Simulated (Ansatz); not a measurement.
C4H3S (SMILES [c-]1ccsc1), charge -1, singlet, at a GFN2-xTB geometry (a gas-phase anion, which may not be bound at this level); MP2/6-311G** (Ansatz, a first-principles code).

The Ansatz input:
Ansatz 0.2 input:
```yaml
crystal:
  periodic: [false, false, false]
  atoms:
    - {symbol: S, position_ang: [-0.00537468, -0.04815724, 1.21841919]}
    - {symbol: C, position_ang: [0.01986202, 1.30772605, -0.16320033]}
    - {symbol: C, position_ang: [-0.01696070, -1.17565525, -0.08708173]}
    - {symbol: C, position_ang: [0.01720962, 0.81295480, -1.37105401]}
    - {symbol: C, position_ang: [-0.00405720, -0.62093181, -1.32562868]}
    - {symbol: H, position_ang: [0.03299419, 2.30566269, 0.24093354]}
    - {symbol: H, position_ang: [-0.03341327, -2.22952851, 0.16092592]}
    - {symbol: H, position_ang: [-0.00990838, -1.25018105, -2.21477794]}
basis:
  gaussian:
    orbitals: 6-311G__.json
total_charge: -1
magnetization: {spin_polarized: false}
correlation: {method: mp2, electrons: outside_noble_gas}
accuracy: high
```
The basis file holds 6-311G** in the JSON format of the Basis Set Exchange.

It wrote (shortened):

```
Functional definition: HF
2282 factors; integrals over basis functions are off by at most 4.9e-9 eV
mean field evaluation 1: about -14981.9817 eV, gradient 2.8e1 eV
mean field evaluation 2: about -14982.0716 eV, gradient 2.8e1 eV
mean field evaluation 4: about -14984.7052 eV, gradient 5.5e0 eV
mean field evaluation 8: about -14984.8539 eV, gradient 2.8e-1 eV
mean field evaluation 16: about -14984.8549 eV, gradient 1.6e-8 eV
mean field -14984.85488247 eV, -550.6832598315 hartree, gradient 1.6e-8 eV, S^2 0.000000; 0 other end points of the search recorded, 0 dependent functions left out; unrestricted orbitals would lower it
9 core orbitals not correlated
reference -14984.85488247 eV, -550.6832598315 hartree; 13, 13 occupied and 95, 95 virtual orbitals, 2282 factors
second order -18.98005653 eV of doubles, -0.00000000 eV of singles
Total energy: -15003.83493901 eV, -551.3807640439 hartree
```
